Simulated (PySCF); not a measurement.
# Run times: tungsten in aug-cc-pVQZ-PP with ECP60MDF

Measured wall times of calculations with PySCF 2.14 in aug-cc-pVQZ-PP with ECP60MDF (7s7p6d4f3g2h, 135 functions), with scalar relativity through the core potential, run from one Python driver. Hardware: 1 thread of Neoverse-N1 on a shared host, 1.3 GiB allowed. The two-electron integrals over 135 functions were computed once and kept in memory (8.4 CPU seconds with the set-up); the times below exclude them. Kohn-Sham runs start from converged Hartree-Fock orbitals.

Launch command (the driver calls PySCF for each step listed in the task file):

```bash
OMP_NUM_THREADS=1 python atomrun2.py TASK.json OUT
```

| species | step | iterations | wall time (s) |
| --- | --- | --- | --- |
| W²⁺ [Xe] 4f14 5d3 6s1 | UHF | 6 | 6.2 |
| W²⁺ [Xe] 4f14 5d3 6s1 | LDA | 5 | 2.9 |
| W²⁺ [Xe] 4f14 5d3 6s1 | PBE | 5 | 3.6 |
| W²⁺ [Xe] 4f14 5d3 6s1 | PBE0 | 5 | 5.8 |
| W²⁺ [Xe] 4f14 5d3 6s1 | r2SCAN | 5 | 10 |
| W²⁺ [Xe] 4f14 5d3 6s1 | BHandHLYP | 5 | 5.8 |
| W²⁺ [Xe] 4f14 5d3 6s1 | TPSSh | 5 | 13 |
| W²⁺ [Xe] 4f14 5d3 6s1 | MP2 (4 electrons) |  | 1.1 |

Question: Roughly how long does MN15 take for W²⁺ [Xe] 4f14 5d3 6s1 here?

Answer: About 14 s.

Peak memory of the process: 0.66 GiB. Times on a shared host vary from run to run.
